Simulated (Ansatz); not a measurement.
The molecule TiF, multiplicity 4 (the spin of the measured ground state). No spin–orbit coupling. Ti is treated without relativity.

D_e counts from the fitted minimum to each atom's lowest state at the same level, without counterpoise. The lowest state of Ti differs between levels (2S+1 = 3, 5).

Codes used: Ansatz (Gaussian orbitals). 

```
level                 bond energy D_e (kcal/mol)
--------------------  --------------------------
SVWN5/def2-TZVPP                          170.64
PBE/def2-TZVPP                               [?]
r2SCAN/def2-TZVPP                         142.72
B97M-V/def2-TZVPP                         140.22
B3LYP/def2-TZVPP                          139.21
PBE0/def2-TZVPP                           141.00
CAM-B3LYP/def2-TZVPP                      140.33
wB97X-V/def2-TZVPP                        139.91
wB97M-V/def2-TZVPP                           [?]
```

Problem. What belongs in the gaps?

Solution. 
- PBE/def2-TZVPP, bond energy D_e (kcal/mol): 149.93
- wB97M-V/def2-TZVPP, bond energy D_e (kcal/mol): 135.26

Ansatz is a quantum-chemistry and plane-wave program.
